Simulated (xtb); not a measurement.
xtb input (GFN2-xTB):

```bash
xtb mol.xyz --gfn 2 --ohess tight --chrg 1 --uhf 0
```
mol.xyz:
```
4

Se    -1.08941659    -0.21039705     0.18330901
C      0.55244803    -0.31523720     0.12152651
Se     2.23466550    -0.36647524     0.10849524
H     -1.73919101     0.82262163    -0.50358509
```

Output:

```
           -------------------------------------------------
          |                Calculation Setup                |
           -------------------------------------------------

           -------------------------------------------------
          |                 G F N 2 - x T B                 |
           -------------------------------------------------

        Reference                      10.1021/acs.jctc.8b01176
      * Hamiltonian:
        H0-scaling (s, p, d)           1.850000    2.230000    2.230000
        zeta-weighting                 0.500000
      * Dispersion:
        s8                             2.700000
        a1                             0.520000
        a2                             5.000000
        s9                             5.000000
      * Repulsion:
        kExp                           1.500000    1.000000
        rExp                           1.000000
      * Coulomb:
        alpha                          2.000000
        third order                    shell-resolved
        anisotropic                    true
        a3                             3.000000
        a5                             4.000000
        cn-shift                       1.200000
        cn-exp                         4.000000
        max-rad                        5.000000

          ...................................................
          :                      SETUP                      :
          :.................................................:
          :  # basis functions                  25          :
          :  # atomic orbitals                  23          :
          :  # shells                            9          :
          :  # electrons                        16          :
          :  max. iterations                   250          :
          :  Hamiltonian                  GFN2-xTB          :
          :  restarted?                      false          :
          :  GBSA solvation                  false          :
          :  PC potential                    false          :
          :  electronic temp.          300.0000000     K    :
          :  accuracy                    1.0000000          :
          :  -> integral cutoff          0.2500000E+02      :
          :  -> integral neglect         0.1000000E-07      :
          :  -> SCF convergence          0.1000000E-05 Eh   :
          :  -> wf. convergence          0.1000000E-03 e    :
          :  Broyden damping             0.4000000          :
          :  net charge                          1          :
          :  unpaired electrons                  0          :
          ...................................................

 iter      E             dE          RMSdq      gap      omega  full diag
   1     -8.5274896 -0.852749E+01  0.622E+00    1.83       0.0  T
   2     -8.5112649  0.162247E-01  0.439E+00    2.01       1.0  T
   3     -8.5184371 -0.717221E-02  0.364E+00    1.70       1.0  T
   4     -8.5394965 -0.210594E-01  0.761E-01    1.79       1.0  T
   5     -8.5403402 -0.843686E-03  0.171E-01    1.77       1.0  T
   6     -8.5403437 -0.344111E-05  0.436E-02    1.77       1.1  T
[...]
                xx          xy          yy          xz          yz          zz
 q only:       11.232      -2.595      -5.389       1.197      -0.829      -5.843
  q+dip:       12.584      -2.883      -6.013       1.323      -1.187      -6.571
   full:       11.761      -3.082      -5.521       1.537      -1.819      -6.241

           -------------------------------------------------
          |                Geometry Summary                 |
           -------------------------------------------------

      molecular mass/u    :      170.9374538
   center of mass at/Å    :        0.4384236      -0.3017994       0.2061356
  moments of inertia/u·Å² :        0.2162125E+01   0.4605056E+03   0.4626677E+03
rotational constants/cm⁻¹ :        0.7796788E+01   0.3660679E-01   0.3643572E-01

 * 3 selected distances

     #   Z          #   Z                                           value/Å
     1  34 Se       2   6 C                                       1.7605005 (max)
     2   6 C        3  34 Se                                      1.6460737
     1  34 Se       4   1 H                                       1.4605695 (min)

 * 2 distinct bonds (by element types)

   Z      Z             #   av. dist./Å        max./Å        min./Å
   1 H   34 Se          1     1.4605695     1.4605695     1.4605695
   6 C   34 Se          2     1.7032871     1.7605005     1.6460737

           -------------------------------------------------
          |               Frequency Printout                |
           -------------------------------------------------
 projected vibrational frequencies (cm⁻¹)
eigval :       -0.00    -0.00     0.00     0.00     0.00     0.00
eigval :      216.76   249.05   361.47   714.13  1310.11  1941.85
 reduced masses (amu)
   1:  2.01   2: 74.56   3: 75.01   4: 77.26   5: 75.95   6: 76.06   7: 19.89   8: 15.68
   9: 73.42  10:  3.81  11: 17.17  12:  1.99
 IR intensities (km·mol⁻¹)
   1: 32.63   2:  4.13   3:  4.14   4:  1.70   5:  2.12   6:  2.99   7:  6.80   8:  5.94
   9:  0.30  10: 30.82  11:173.61  12:106.18
 Raman intensities (Ä⁴*amu⁻¹)
   1:  0.00   2:  0.00   3:  0.00   4:  0.00   5:  0.00   6:  0.00   7:  0.00   8:  0.00
   9:  0.00  10:  0.00  11:  0.00  12:  0.00
 output can be read by thermo (or use thermo option).
 writing <g98.out> molden fake output.
 recommended (thermochemical) frequency scaling factor: 1.0
           -------------------------------------------------
          |             Thermodynamic Functions             |
           -------------------------------------------------

cs  symmetry found (for desy threshold:  0.10E+00) used in thermo

          ...................................................
          :                      SETUP                      :
          :.................................................:
          :  # frequencies                           6      :
          :  # imaginary freq.                       0      :
          :  linear?                             false      :
          :  only rotor calc.                    false      :
Note: The following floating-point exceptions are signalling: IEEE_DENORMAL
normal termination of xtb
          :  symmetry                               cs      :
          :  rotational number                       1      :
          :  scaling factor                  1.0000000      :
          :  rotor cutoff                   50.0000000 cm⁻¹ :
          :  imag. cutoff                  -20.0000000 cm⁻¹ :
          :.................................................:

    mode    ω/cm⁻¹     T·S(HO)/kcal·mol⁻¹    T·S(FR)/kcal·mol⁻¹   T·S(vib)
   ------------------------------------------------------------------------
       1    216.76    -0.59213 ( 99.72%)    -0.62196 (  0.28%)    -0.59221
       2    249.05    -0.51796 ( 99.84%)    -0.58082 (  0.16%)    -0.51807
   ------------------------------------------------------------------------

   temp. (K)  partition function   enthalpy   heat capacity  entropy
                                   cal/mol     cal/K/mol   cal/K/mol   J/K/mol
 298.15  VIB   2.76                  935.089      6.088      5.158
         ROT  0.518E+05              888.752      2.981     24.555
         INT  0.143E+06             1823.842      9.069     29.712
         TR   0.216E+28             1481.254      4.968     41.297
         TOT                        3305.0957    14.0374    71.0098   297.1050

       T/K    H(0)-H(T)+PV         H(T)/Eh          T*S/Eh         G(T)/Eh
   ------------------------------------------------------------------------
    298.15    0.526701E-02    0.161871E-01    0.337390E-01   -0.175520E-01
   ------------------------------------------------------------------------

         :::::::::::::::::::::::::::::::::::::::::::::::::::::
         ::                  THERMODYNAMIC                  ::
         :::::::::::::::::::::::::::::::::::::::::::::::::::::
         :: total free energy          -8.495658159475 Eh   ::
         ::.................................................::
         :: total energy               -8.478106200001 Eh   ::
         :: zero point energy           0.010920080864 Eh   ::
         :: G(RRHO) w/o ZPVE           -0.028472040338 Eh   ::
         :: G(RRHO) contrib.           -0.017551959474 Eh   ::
         :::::::::::::::::::::::::::::::::::::::::::::::::::::

optimized geometry written to: xtbopt.xyz

           -------------------------------------------------
          | TOTAL ENERGY               -8.478106200001 Eh   |
          | TOTAL ENTHALPY             -8.461919113878 Eh   |
          | TOTAL FREE ENERGY          -8.495658159475 Eh   |
          | GRADIENT NORM               0.000050474842 Eh/α |
          | HOMO-LUMO GAP               1.894310942892 eV   |
           -------------------------------------------------

------------------------------------------------------------------------
------------------------------------------------------------------------
 total:
 SCF:
 ANC optimizer:
 analytical hessian:
```

It need not be the lowest isomer of its formula.
